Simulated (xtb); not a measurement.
CeF$_{3}$, charge +1, singlet, from a rough starting geometry (GFN-xTB shapes and energies of metal compounds can be far from the true ones) (the multiplicity is a formal guess); GFN2-xTB (xtb).

Input for xtb:
```
$ xtb mol.xyz --gfn 2 --chrg 1 --opt vtight --json

# file mol.xyz
4

Ce    -0.17648890     0.19653230     0.59201364
F     -1.52805728    -1.13928460    -0.14500042
F      0.03537150     1.62066792    -0.89293958
F      1.64427197    -0.76964170     0.58789507
```

Output, abridged:

```
   ID    Z sym.   atoms
    1   58 Ce     1
    2    9 F      2-4

           -------------------------------------------------
          |                Calculation Setup                |
           -------------------------------------------------

           -------------------------------------------------
          |                 G F N 2 - x T B                 |
           -------------------------------------------------

          ...................................................
          :                      SETUP                      :
          :.................................................:
          :  # basis functions                  22          :
          :  # atomic orbitals                  21          :
          :  # shells                            9          :
          :  # electrons                        23          :
          :  max. iterations                   250          :
          :  Hamiltonian                  GFN2-xTB          :
          :  restarted?                      false          :
          :  GBSA solvation                  false          :
          :  PC potential                    false          :
          :  electronic temp.          300.0000000     K    :
          :  accuracy                    1.0000000          :
          :  -> integral cutoff          0.2500000E+02      :
          :  -> integral neglect         0.1000000E-07      :
          :  -> SCF convergence          0.1000000E-05 Eh   :
          :  -> wf. convergence          0.1000000E-03 e    :
          :  Broyden damping             0.4000000          :
          :  net charge                          1          :
          :  unpaired electrons                  0          :
          ...................................................

 iter      E             dE          RMSdq      gap      omega  full diag
   1     -8.1432681 -0.814327E+01  0.316E+01    0.13       0.0  T
   2    -13.7976053 -0.565434E+01  0.191E+01   16.37       1.0  T
   3    -14.2211505 -0.423545E+00  0.169E+01    9.48       1.0  T
   4    -14.2540840 -0.329336E-01  0.165E+01    9.07       1.0  T
   5    -14.3615892 -0.107505E+00  0.161E+01    9.24       1.0  T
   6    -14.2967192  0.648700E-01  0.167E+01    9.35       1.0  T
   7    -14.2724011  0.243181E-01  0.166E+01    9.26       1.0  T
   8    -14.2590264  0.133748E-01  0.168E+01    9.27       1.0  T
   9    -14.3690875 -0.110061E+00  0.102E+01    1.88       1.0  T
  10    -14.4538706 -0.847831E-01  0.867E+00    2.13       1.0  T
  11    -14.5988081 -0.144938E+00  0.832E+00    3.39       1.0  T
  12    -14.5730373  0.257708E-01  0.833E+00    3.08       1.0  T
  13    -14.6952747 -0.122237E+00  0.776E+00    5.53       1.0  T
  14    -14.7042127 -0.893799E-02  0.700E+00    4.29       1.0  T
  15    -14.7097012 -0.548854E-02  0.691E+00    4.20       1.0  T
  16    -14.7405413 -0.308400E-01  0.604E+00    4.11       1.0  T
  17    -14.7198473  0.206939E-01  0.661E+00    3.90       1.0  T
  18    -14.7412479 -0.214006E-01  0.490E+00    3.46       1.0  T
  19    -14.7407743  0.473564E-03  0.489E+00    3.45       1.0  T
  20    -14.7483964 -0.762214E-02  0.460E+00    3.49       1.0  T
  21    -14.7575734 -0.917695E-02  0.387E+00    3.65       1.0  T
  22    -14.7591123 -0.153892E-02  0.368E+00    3.68       1.0  T
  23    -14.7586130  0.499345E-03  0.369E+00    3.68       1.0  T
  24    -14.7546927  0.392024E-02  0.374E+00    3.67       1.0  T
  25    -14.7664329 -0.117402E-01  0.360E+00    3.63       1.0  T
  26    -14.8170721 -0.506392E-01  0.245E+00    3.86       1.0  T
  27    -14.7015216  0.115551E+00  0.454E+00    3.59       1.0  T
  28    -14.6084582  0.930634E-01  0.605E+00    2.95       1.0  T
  29    -14.6708079 -0.623497E-01  0.497E+00    3.38       1.0  T
  30    -14.7005518 -0.297439E-01  0.450E+00    3.63       1.0  T
  31    -14.7238070 -0.232552E-01  0.408E+00    3.70       1.0  T
  32    -14.7238539 -0.469148E-04  0.408E+00    3.70       1.0  T
[...]
         :: total energy             -14.834979586990 Eh    ::
 * total energy  :   -14.8349796 Eh     change       -0.3287042E-09 Eh
 * total energy  :   -14.8385563 Eh     change       -0.3576695E-02 Eh
 * total energy  :   -14.8395551 Eh     change       -0.9988385E-03 Eh
 * total energy  :   -14.8399215 Eh     change       -0.3664058E-03 Eh
 * total energy  :   -14.8399618 Eh     change       -0.4026979E-04 Eh
 * total energy  :   -14.8399818 Eh     change       -0.1998170E-04 Eh
 * total energy  :   -14.8399837 Eh     change       -0.1907116E-05 Eh
 * total energy  :   -14.8399837 Eh     change       -0.5744703E-07 Eh
   *** GEOMETRY OPTIMIZATION CONVERGED AFTER 8 ITERATIONS ***
         :: total energy             -14.839983742573 Eh    ::
[...]
           -------------------------------------------------

    * Orbital Energies and Occupations

         #    Occupation            Energy/Eh            Energy/eV
      -------------------------------------------------------------
         1        2.0000           -1.1573555             -31.4932
         2        2.0000           -1.1199883             -30.4764
         3        2.0000           -1.1199822             -30.4763
         4        2.0000           -0.8221333             -22.3714
         5        2.0000           -0.7858492             -21.3840
         6        2.0000           -0.7847484             -21.3541
         7        2.0000           -0.7847425             -21.3539
         8        1.9288           -0.7769333             -21.1414
         9        1.9287           -0.7769323             -21.1414
        10        1.7698           -0.7756403             -21.1062
        11        1.7696           -0.7756397             -21.1062
        12        1.6032           -0.7748914             -21.0859 (HOMO)
        13                         -0.6580757             -17.9072 (LUMO)
        14                         -0.5832360             -15.8707
        15                         -0.5829787             -15.8637
        16                         -0.5829755             -15.8636
        17                         -0.5747449             -15.6396
        18                         -0.5747268             -15.6391
        19                         -0.2105697              -5.7299
        20                         -0.2104960              -5.7279
        21                         -0.0612031              -1.6654
      -------------------------------------------------------------
                  HL-Gap            0.1168157 Eh            3.1787 eV
             Fermi-level           -0.7454886 Eh          -20.2858 eV

     #   Z          covCN         q      C6AA      α(0)
     1  58 Ce       1.845     1.078   494.260    48.224
     2   9 F        0.615    -0.026     9.620     3.659
     3   9 F        0.615    -0.026     9.621     3.659
     4   9 F        0.615    -0.026     9.621     3.659

 Mol. C6AA /au·bohr⁶  :        943.998499
 Mol. C8AA /au·bohr⁸  :     147039.731247
 Mol. α(0) /au        :         59.201796

Wiberg/Mayer (AO) data.
largest (>0.10) Wiberg bond orders for each atom

 ---------------------------------------------------------------------------
     #   Z sym  total        # sym  WBO       # sym  WBO       # sym  WBO
 ---------------------------------------------------------------------------
     1  58 Ce   2.754 --     3 F    0.918     4 F    0.918     2 F    0.918
     2   9 F    1.137 --     1 Ce   0.918     4 F    0.109     3 F    0.109
     3   9 F    1.137 --     1 Ce   0.918     2 F    0.109     4 F    0.109
     4   9 F    1.137 --     1 Ce   0.918     2 F    0.109     3 F    0.109
 ---------------------------------------------------------------------------

Topologies differ in total number of bonds
Writing topology from bond orders to xtbtopo.mol

molecular dipole:
                 x           y           z       tot (Debye)
 q only:       -0.509       0.701       1.816
   full:       -0.854       1.217       3.028       8.573
molecular quadrupole (traceless):
                xx          xy          yy          xz          yz          zz
 q only:       -1.614      -0.527      -1.272      -1.369       1.884       2.886
  q+dip:       -3.465      -1.154      -2.671      -2.930       4.111       6.135
   full:       -3.393      -1.129      -2.620      -2.871       4.020       6.013

optimized geometry written to: xtbopt.xyz

           -------------------------------------------------
          | TOTAL ENERGY              -14.839983742573 Eh   |
          | GRADIENT NORM               0.000064702841 Eh/α |
          | HOMO-LUMO GAP               3.178716701014 eV   |
           -------------------------------------------------

normal termination of xtb
```
